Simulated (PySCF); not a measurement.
# 4-picoline N-oxide (c1cc(C)cc[n+]1[O-], C6H7NO)

Molfile (atoms numbered from 1):
```
C6H7NO
     RDKit          3D

 15 15  0  0  0  0  0  0  0  0999 V2000
    2.4274   -0.2490   -0.2088 C   0  0  0  0  0  0  0  0  0  0  0  0
    0.9409   -0.0969   -0.1040 C   0  0  0  0  0  0  0  0  0  0  0  0
    0.0861   -1.1971    0.0266 C   0  0  0  0  0  0  0  0  0  0  0  0
   -1.2849   -1.0455    0.0913 C   0  0  0  0  0  0  0  0  0  0  0  0
   -1.8771    0.1876    0.0310 N   0  0  0  0  0  0  0  0  0  0  0  0
   -3.1207    0.3123    0.0910 O   0  0  0  0  0  0  0  0  0  0  0  0
   -1.0591    1.2788   -0.0920 C   0  0  0  0  0  0  0  0  0  0  0  0
    0.3144    1.1531   -0.1588 C   0  0  0  0  0  0  0  0  0  0  0  0
    2.7801   -1.1370    0.3354 H   0  0  0  0  0  0  0  0  0  0  0  0
    2.7430   -0.3629   -1.2599 H   0  0  0  0  0  0  0  0  0  0  0  0
    2.9510    0.6294    0.1953 H   0  0  0  0  0  0  0  0  0  0  0  0
    0.4909   -2.2106    0.0829 H   0  0  0  0  0  0  0  0  0  0  0  0
   -1.9966   -1.8636    0.1953 H   0  0  0  0  0  0  0  0  0  0  0  0
   -1.5993    2.2241   -0.1271 H   0  0  0  0  0  0  0  0  0  0  0  0
    0.9066    2.0666   -0.2546 H   0  0  0  0  0  0  0  0  0  0  0  0
  1  2  1  0
  2  3  2  0
  3  4  1  0
  4  5  2  0
  5  6  1  0
  5  7  1  0
  7  8  2  0
  8  2  1  0
  1  9  1  0
  1 10  1  0
  1 11  1  0
  3 12  1  0
  4 13  1  0
  7 14  1  0
  8 15  1  0
M  CHG  2   5   1   6  -1
M  END
```

The calculation used TDDFT CAM-B3LYP/aug-cc-pVDZ excited states, vertical, gas phase (PySCF). Geometry: PBE0-D3(BJ)/def2-SVP.

Task: Give the one- and two-photon strengths of the lowest singlets.

Result: δ for parallel linear polarisation; σ at the peak of a Lorentzian of half width 0.1 eV, single beam; Ω is circular over linear.
| state | E (eV) | f | photon λ (nm) | δ (au) | σ (GM) | Ω | main |
| --- | --- | --- | --- | --- | --- | --- | --- |
| S1 | 4.29 | 0.020 | 577 | 14.7 | 0.10 | 1.50 | HOMO→LUMO+1 0.91 |
| S2 | 4.51 | 0.000 | 549 | 0.25 | 0.00 | 1.50 | HOMO−1→LUMO 0.93 |
| S3 | 4.68 | 0.265 | 530 | 5.87 | 0.05 | 0.35 | HOMO→LUMO 0.93 |
| S4 | 5.38 | 0.000 | 461 | 77.5 | 0.82 | 1.50 | HOMO→LUMO+2 0.74, HOMO→LUMO+4 0.17 |
| S5 | 5.59 | 0.001 | 444 | 0.1 | 0.00 | 1.47 | HOMO−1→LUMO+1 0.98 |
| S6 | 5.88 | 0.000 | 422 | 2.1 | 0.03 | 1.50 | HOMO→LUMO+3 0.89 |

Among these, the strongest one-photon state is S3, the strongest two-photon state S4, with a dipole change of 4.1 D (relaxed, norm of the difference vector).
